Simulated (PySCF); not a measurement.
# Telling isomers of C6H13OP apart by NMR

One conformer, averaged over atoms made equivalent by symmetry, fast rotation or ring inversion, non-relativistic Hamiltonian, gas phase. Geometry from GFN2-xTB; shielding tensors at PBE0/pcSseg-1 (GIAO); PySCF.

Referencing at the same level of theory: TMS for 1H (σref 31.72), 13C (σref 186.93). Splittings of carbon signals by F and P are missing where no couplings were computed. Where no couplings were computed, multiplicities follow the n + 1 count of equivalent neighbours, and m marks all less simple cases (inequivalent or close neighbours, rings, F or P nearby). Shifts are as computed. Against solution values, carbons near 30 ppm lie about +3 ppm off and those near 130 ppm about +5 ppm. Of 1211 compounds with measured shifts, 218 miss one by over three times the rms of a fit or turn the order of signals round; such compounds aren't used in these exercises.

(1) Tabulate the signals of `CC(C)[P@@]1(=O)C[C@H]1C`, `CCP1CCOCC1` and their relative energies.

(2) What is the quickest way to tell CC(C)[P@@]1(=O)C[C@H]1C from CCP1CCOCC1?

Results:

(1) 
| SMILES | carbon types | δC | δH | E rel. (kcal/mol) |
| --- | --- | --- | --- | --- |
| CC(C)[P@@]1(=O)C[C@H]1C | 2×CH 1×CH2 3×CH3 | 32.8, 24.2, 20.4, 19.0, 18.8, 17.7 | 2.01 (m, 1H), 1.84 (m, 1H), 1.53 (m, 3H), 1.48 (m, 3H), 1.25 (m, 1H), 1.17 (m, 3H), 0.24 (m, 1H) | 3.5 |
| CCP1CCOCC1 | 5×CH2 1×CH3 | 70.3, 32.4, 32.3, 11.8 | 3.96 (m, 4H), 1.50 (m, 2H), 1.46 (m, 4H), 1.15 (m, 3H) | 0.0 |

Energies are electronic energies at PBE0/pcSseg-1 on these geometries, without zero-point or thermal terms, each for the one conformer computed, which needn't be the lowest.

(2) Count the carbon signals: 6 against 4. The first has an sp3 CH bonded to P at 32.8 ppm, the second an sp3 CH2 bonded to O at 70.3 ppm. In the proton spectra the most deshielded non-exchanging signals are 2.01 (m, 1H) and 3.96 (m, 4H).
